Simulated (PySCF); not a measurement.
Precursor series Hf OH-H. Isolated molecules, 0 K electronic values unless said otherwise. One relaxed conformer stands for each flexible species; it need not be the lowest.

The HOMO–LUMO gap from two functionals at the same geometries (r2SCAN-D4/def2-SVP), both in PySCF: PBE-D3(BJ)/def2-TZVP and TPSSh-D3(BJ)/def2-TZVP. 

```csv
species,PBE-D3(BJ)/def2-TZVP (eV),TPSSh-D3(BJ)/def2-TZVP (eV)
0 of 4 OH replaced by H ([Hf(OH)4]),6.13,7.36
2 of 4 OH replaced by H ([Hf(OH)2(H)2]),4.41,5.73
3 of 4 OH replaced by H ([Hf(OH)(H)3]),4.33,5.66
4 of 4 OH replaced by H ([Hf(H)4]),4.05,5.42
```

Over these rows, drawn at random from the members with no instability flagged (it was tested for open shells, ions and some series alone), PBE minus TPSSh-D3(BJ): mean -1.31 eV, from -1.37 eV to -1.23 eV.
